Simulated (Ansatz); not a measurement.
Geometry optimisation, DFT PBE, scalar-relativistic, plane waves, PAW in Ansatz.

Input file:

```yaml
crystal:
  lattice:
    - [0.0, 5.43, 5.43]
    - [5.43, 0.0, 5.43]
    - [5.43, 5.43, 0.0]
  atoms:
    - { symbol: Si, position: [0.0, 0.0, 0.0] }
    - { symbol: Si, position: [0.125, 0.125, 0.125] }
    - { symbol: Si, position: [0.0, 0.0, 0.5] }
    - { symbol: Si, position: [0.125, 0.125, 0.625] }
    - { symbol: Si, position: [0.0, 0.5, 0.0] }
    - { symbol: Si, position: [0.125, 0.625, 0.125] }
    - { symbol: Si, position: [0.0, 0.5, 0.5] }
    - { symbol: Si, position: [0.125, 0.625, 0.625] }
    - { symbol: Si, position: [0.5, 0.0, 0.0] }
    - { symbol: Si, position: [0.625, 0.125, 0.125] }
    - { symbol: Si, position: [0.5, 0.0, 0.5] }
    - { symbol: Si, position: [0.625, 0.125, 0.625] }
    - { symbol: Si, position: [0.5, 0.5, 0.0] }
    - { symbol: Si, position: [0.625, 0.625, 0.125] }
    - { symbol: Si, position: [0.5, 0.5, 0.5] }
    - { symbol: Si, position: [0.625, 0.625, 0.625] }
    - { symbol: Ti, position: [0.38508562, 0.87675556, 0.36887466] }
basis:
  ecutwfc: 420.0
kpoints:
  mp_grid: { grid: [2, 2, 2] }
hamiltonian:
  xc: pbe
  pseudopotentials: { kind: paw, azcp: { folder: soft_1 } }
scf:
  occupations: { method: gaussian, width: 0.02 }
  lower_state_search: "off"
relax:
  f_tol: 0.03
  max_steps: 60
  adjacent_minimum: "off"
output:
  write_density: true
  write_potential: true
  elf: true
  volumetric_format: npy
```

Launched with:

```bash
$ ansatz run input.yaml --threads 1 --pin off --max-ram 3072MiB --backend cpu --events-out ev --progress --plain --runs-dir out
```

Problem. Where does it end, and by what steps?

Solution. The run converged. The force dipped under the threshold on the way, but the program's further checks kept it going. Limits of this set-up: coarse k mesh. After 10 steps the energy has fallen by 0.430 eV; Si11 moved furthest, 0.10 Å.

```
step  energy less start (eV)  largest force component (eV/Å)  accepted
   0                  0.0000                           1.276       yes
   1                 -0.3982                           0.368       yes
   2                 -0.3965                           0.271        no
   3                 -0.4265                           0.080       yes
   4                 -0.4253                           0.058        no
   5                 -0.4293                           0.025       yes
   6                 -0.4294                           0.034       yes
   7                 -0.4298                           0.012       yes
   8                 -0.4299                           0.011       yes
   9                 -0.4300                           0.013       yes
  10                 -0.4301                           0.016       yes
```

```xyz
17
Lattice="0.0000 5.4300 5.4300 5.4300 0.0000 5.4300 5.4300 5.4300 0.0000" Properties=species:S:1:pos:R:3
Si -0.008 0.007 -0.002
Si 1.354 1.338 1.360
Si 2.756 2.694 -0.037
Si 4.115 4.071 1.383
Si 2.719 0.010 2.724
Si 4.070 1.330 4.078
Si 5.409 2.678 2.741
Si 6.765 4.073 4.033
Si -0.045 2.695 2.759
Si 1.375 4.074 4.117
Si 2.780 5.471 2.781
Si 4.071 6.825 4.076
Si 2.733 2.682 5.415
Si 4.029 4.075 6.771
Si 5.366 5.473 5.370
Si 6.786 6.805 6.792
Ti 6.787 4.093 6.790
```

Time of the run: 70 s on 1 thread of Arm Neoverse V2, with other jobs on the host, peak memory 0.58 GiB.
